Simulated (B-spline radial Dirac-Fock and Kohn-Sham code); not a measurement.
**Relative intensities of the L3 lines, Nd to Hf**

The computed values come from a radial finite-basis atomic code: one-electron (LDA, Dirac) transition rates at Dirac-Fock energies. Each entry is the share of the radiative L3 rate in per cent; values in brackets are the Scofield rates tabulated in xraylib.

| Z | element | Lℓ | Lα2 | Lα1 | Lβ6 | Lβ2 | radiative width (eV) |
| --- | --- | --- | --- | --- | --- | --- | --- |
| 60 | Nd | 3.13 (3.27) | 8.36 (8.33) | 74.0 (73.9) | 0.733 (0.753) | 12.2 (12.2) | 0.451 |
| 61 | Pm | 3.16 (3.30) | 8.36 (8.33) | 74.0 (73.8) | 0.742 (0.761) | 12.2 (12.2) | 0.489 |
| 62 | Sm | 3.19 (3.33) | 8.35 (8.34) | 73.9 (73.7) | 0.750 (0.771) | 12.3 (12.3) | 0.530 |
| 63 | Eu | 3.22 (3.35) | 8.34 (8.31) | 73.8 (73.6) | 0.760 (0.779) | 12.3 (12.3) | 0.574 |
| 64 | Gd | 3.24 (3.38) | 8.31 (8.30) | 73.5 (73.4) | 0.770 (0.789) | 12.4 (12.5) | 0.621 |
| 65 | Tb | 3.29 (3.42) | 8.33 (8.31) | 73.7 (73.5) | 0.778 (0.798) | 12.3 (12.4) | 0.668 |
| 66 | Dy | 3.32 (3.45) | 8.33 (8.31) | 73.6 (73.4) | 0.788 (0.808) | 12.4 (12.4) | 0.719 |
| 67 | Ho | 3.36 (3.49) | 8.32 (8.30) | 73.5 (73.3) | 0.798 (0.818) | 12.4 (12.4) | 0.774 |
| 68 | Er | 3.40 (3.53) | 8.32 (8.29) | 73.5 (73.3) | 0.809 (0.829) | 12.4 (12.4) | 0.831 |
| 69 | Tm | 3.44 (3.56) | 8.31 (8.29) | 73.4 (73.2) | 0.819 (0.839) | 12.4 (12.5) | 0.891 |
| 70 | Yb | 3.49 (3.61) | 8.31 (8.27) | 73.3 (73.1) | 0.830 (0.850) | 12.4 (12.5) | 0.954 |
| 71 | Lu | 3.52 (3.64) | 8.28 (8.26) | 73.1 (73.0) | 0.842 (0.861) | 12.5 (12.6) | 1.02 |
| 72 | Hf | 3.56 (3.69) | 8.26 (8.24) | 72.9 (72.7) | 0.854 (0.873) | 12.5 (12.6) | 1.09 |
